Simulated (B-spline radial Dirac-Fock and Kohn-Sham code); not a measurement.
# How the binding energies of Os⁵⁺ add up

System: osmium as Os⁵⁺ in the configuration [Xe] 4f14 5d3, inside a Watson sphere of charge -5 and radius 1.8 Å (a model of the Madelung potential; inside it an electron's potential energy is raised by 40.0 eV); nuclear rms radius 5.4126 fm (A = 192).

Level of theory: Dirac-Fock ΔSCF + Breit + QED; a radial atomic solver. The model has no electron correlation. Energies are counted from the vacuum level.

All terms are in eV, carry their sign (relaxation lowers the binding energy) and add up to the binding energy; ⟨r⟩ is the mean radius of the orbital in the initial state.

| subshell | −ε (Koopmans) | relaxation | Gaunt | retardation | self-energy | vacuum polarisation | binding energy | ⟨r⟩ (bohr) |
| --- | --- | --- | --- | --- | --- | --- | --- | --- |
| 1s | 74375.1 | -87.77 | -275.71 | 25.34 | -163.47 | 31.94 | 73905.4 | 0.018 |
| 2s | 13112.4 | -51.76 | -30.43 | 2.17 | -23.85 | 4.38 | 13012.9 | 0.074 |
| 2p1/2 | 12527.7 | -56.37 | -52.34 | 5.56 | -0.33 | 0.22 | 12424.4 | 0.061 |
| 2p3/2 | 10993.5 | -53.04 | -35.68 | 7.66 | -1.82 | -0.16 | 10910.5 | 0.070 |
| 3s | 3133.2 | -28.35 | -5.48 | 0.35 | -5.49 | 0.98 | 3095.2 | 0.193 |
| 3p1/2 | 2873.1 | -29.43 | -9.72 | 0.90 | -0.19 | 0.05 | 2834.7 | 0.183 |
| 3p3/2 | 2533.6 | -27.63 | -6.30 | 1.44 | -0.46 | -0.04 | 2500.6 | 0.198 |
| 3d3/2 | 2103.8 | -30.47 | -4.18 | 0.37 | 0.39 | -0.05 | 2069.9 | 0.174 |
| 3d5/2 | 2031.0 | -29.83 | -2.81 | 0.41 | 0.19 | -0.04 | 1998.9 | 0.178 |
| 4s | 713.5 | -10.66 | -1.12 | 0.07 | -1.34 | 0.24 | 700.7 | 0.432 |
| 4p1/2 | 603.3 | -10.53 | -2.02 | 0.19 | -0.03 | 0.01 | 590.9 | 0.436 |
| 4p3/2 | 522.7 | -9.39 | -1.18 | 0.31 | -0.09 | -0.01 | 512.3 | 0.468 |
| 4d3/2 | 341.7 | -9.14 | -0.55 | 0.04 | 0.10 | -0.01 | 332.1 | 0.482 |
| 4d5/2 | 326.5 | -8.77 | -0.26 | 0.05 | 0.05 | -0.01 | 317.5 | 0.493 |
| 4f5/2 | 95.60 | -7.97 | 0.16 | -0.05 | 0.06 | -0.01 | 87.80 | 0.544 |
| 4f7/2 | 92.62 | -7.77 | 0.27 | -0.04 | 0.05 | -0.01 | 85.12 | 0.551 |
| 5s | 129.4 | -1.70 | -0.17 | 0.01 | -0.25 | 0.04 | 127.3 | 1.007 |
| 5p1/2 | 91.64 | -1.49 | -0.29 | 0.02 | 0.00 | 0.00 | 89.89 | 1.085 |
| 5p3/2 | 78.19 | -1.21 | -0.15 | 0.04 | -0.01 | 0.00 | 76.86 | 1.167 |
| 5d | 29.11 | -0.60 | 0.00 | 0.00 | 0.01 | 0.00 | 28.52 | 1.494 |

For the deepest level, K (1s), the Breit terms make up -0.339 % of the binding energy, QED -0.178 % and orbital relaxation -0.119 %.

Spin-orbit splittings: 2p 1513.9 eV, 3p 334.1 eV, 3d 70.97 eV, 4p 78.62 eV, 4d 14.55 eV, 4f 2.68 eV, 5p 13.03 eV.

Values without a named source are computed, but for edge energies of neutral atoms, which are taken from tables.
